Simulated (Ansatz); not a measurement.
C2H8ClNO2Zr, SMILES `C[O][Zr]([NH2])([Cl])[O]C` at its PBE0-D4/def2-TZVP geometry, where that method's forces vanish. Charge 0, multiplicity 1. Zr takes the def2 core potential.

```csv
atom,x (Å),y (Å),z (Å)
C1,-2.452,0.257,-1.509
O2,-1.561,0.075,-0.458
Zr3,-0.204,-0.319,0.823
N4,-0.199,1.195,2.177
Cl5,-0.741,-2.399,1.878
O6,1.559,-0.444,0.107
C7,2.771,-0.608,-0.554
H8,-3.198,-0.544,-1.519
H9,-1.927,0.254,-2.470
H10,-2.973,1.214,-1.404
H11,0.601,1.503,2.712
H12,-0.992,1.773,2.417
H13,3.250,-1.542,-0.243
H14,3.446,0.222,-0.321
H15,2.622,-0.638,-1.638
```

(1) For each bond, give half the difference of the two atoms' forces along it (eV/Å; positive pushes the atoms apart) under PBE-D4, r2SCAN-D4, B3LYP-D4, ωB97M-V in def2-TZVPP. (Estimate.)

Results:

(1) Ansatz gave: 
```tsv
bond	length (Å)	PBE-D4	r2SCAN-D4	B3LYP-D4	ωB97M-V
C1–O2	1.390	0.14	0.18	0.18	0.32
C1–H8	1.095	0.10	-0.05	-0.08	-0.13
C1–H9	1.095	0.09	-0.06	-0.08	-0.12
C1–H10	1.095	0.10	-0.05	-0.09	-0.13
O2–Zr3	1.907	-0.02	-0.01	0.00	-0.11
Zr3–N4	2.031	-0.04	0.04	0.11	0.02
Zr3–Cl5	2.394	-0.01	0.01	0.11	0.08
Zr3–O6	1.907	-0.02	-0.01	0.00	-0.11
N4–H11	1.011	0.21	0.00	-0.06	-0.03
N4–H12	1.011	0.21	0.00	-0.06	-0.03
O6–C7	1.390	0.14	0.18	0.18	0.32
C7–H13	1.095	0.09	-0.06	-0.09	-0.13
C7–H14	1.095	0.10	-0.05	-0.09	-0.13
C7–H15	1.095	0.09	-0.06	-0.08	-0.12
```

B3LYP here is the variant with VWN-RPA as its local correlation; programs differ in this.
